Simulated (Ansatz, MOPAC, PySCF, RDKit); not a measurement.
Pair of molecules: HF (SMILES F) (first 2 atoms) with C3H8 (SMILES CCC); geometry from B3LYP-D3(BJ)/def2-TZVP, rigid monomers moved along the line of their centres of mass till H2···C5 is 2.69 Å.
(charge 0, multiplicity 1):
```csv
atom,x (Å),y (Å),z (Å)
F,-0.3619,0.0912,0.3687
H,-0.4978,0.3562,1.2480
C,0.8378,-1.1102,3.8956
C,0.0979,-0.0636,4.7245
C,-0.7147,0.9040,3.8680
H,1.4105,-1.7882,4.5303
H,0.1419,-1.7146,3.3086
H,1.5355,-0.6414,3.1974
H,0.8151,0.5035,5.3243
H,-0.5686,-0.5616,5.4340
H,-1.2395,1.6469,4.4705
H,-0.0649,1.4586,3.1817
H,-1.4791,0.3693,3.2929
```

Counterpoise-corrected where a basis set is named; no monomer relaxation. Rows marked so take none. RDKit's UFF carries no charges.

Rows in 6-31G* carry no dispersion term and start afresh at each structure (6-31G* with six Cartesian d functions). The state that AM1 reach isn't checked.

Codes used: Ansatz (a first-principles code) with Gaussian orbitals; MOPAC for AM1 (differences of heats of formation); PySCF for 6-31G* rows, the dispersion terms; RDKit for the force fields. Each number belongs to the level named beside it.

### Question
One of these levels gives -1.29 kcal/mol for the interaction energy. Which?
A. BP86/6-31G* (no counterpoise)
B. UFF
C. AM1
D. PBE-D3(BJ)/def2-TZVPPD

### Answer
A, BP86/6-31G* (no counterpoise). The others give 0.63 (UFF), -0.81 (AM1), -2.28 (PBE-D3(BJ)/def2-TZVPPD)
